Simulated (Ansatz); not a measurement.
Z-matrix (Å, degrees):
```
C
C 1 1.3492
H 2 1.0921 1 119.13
H 1 1.0928 2 118.37 3 0.81
S 1 1.7402 4 109.63 2 -178.23
S 2 1.7531 3 114.11 1 178.40
C 5 1.8178 1 105.01 4 178.14
H 7 1.0954 5 111.02 1 81.80
H 7 1.0998 8 109.69 5 -116.19
S 7 1.8252 8 108.88 9 -117.65
```
Charge 0, multiplicity 1.

These are Ansatz (a program for electronic structure) with frozen-core CCSD(T)/cc-pVTZ // PBE-D3(BJ)/def2-TZVP values and carry that method's errors. The restricted HF reference is unstable towards unrestricted orbitals.

```yaml
HF energy: -1308.58112 Ha
MP2 correlation energy: -1.00743 Ha
```

**Question.** Estimate the CCSD correlation energy, the (T) correction, the total energy and the T1 diagnostic.

**Answer.** 
```yaml
CCSD correlation energy: -1.05695 Ha
"(T) correction": -0.05785 Ha
CCSD(T) total energy: -1309.69592 Ha
T1 diagnostic: 0.014
```
